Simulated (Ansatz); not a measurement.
Basis-set series for C₃H₈Si₂ (`C=C1C[SiH]1[SiH3]`). Total charge 0; spin multiplicity 1. All single points use the PBE0-D4/def2-TZVP geometry.

```xyz
13

C    -1.1652    1.2820   -1.6506
C    -0.1924    0.7538   -0.9319
C     1.0230   -0.0894   -1.1694
Si    0.6856    0.3744    0.6241
Si   -0.2101   -1.2417    2.0295
H    -1.9543    1.8687   -1.1919
H    -1.2124    1.1527   -2.7302
H     1.8592    0.3911   -1.6746
H     0.8638   -1.1145   -1.4988
H     1.5400    1.4316    1.2188
H     0.8571   -1.9396    2.7963
H    -1.1661   -0.6393    2.9965
H    -0.9281   -2.2298    1.1823
```

| functional | basis | functions | energy (Eh) | HOMO (eV) | LUMO (eV) |
| --- | --- | --- | --- | --- | --- |
| PBE0-D4 | def2-SVP | 118 | -697.38696 | -7.20 | -0.51 |
| PBE0-D4 | def2-QZVPP | 551 | -697.74377 | -7.21 | -0.70 |
| ωB97M-V | def2-SVP | 118 | -697.64730 | -9.32 | 1.58 |
| ωB97M-V | def2-QZVPP | 551 | -698.01095 | -9.35 | 1.14 |

Give the rows for def2-TZVPP. (Estimate.)

Computed: 
```csv
functional,basis,functions,energy (Eh),HOMO (eV),LUMO (eV)
PBE0-D4,def2-TZVPP,289,-697.71795,-7.20,-0.65
ωB97M-V,def2-TZVPP,289,-697.98674,-9.35,1.32
```

Positive LUMOs are unbound and depend on the basis.
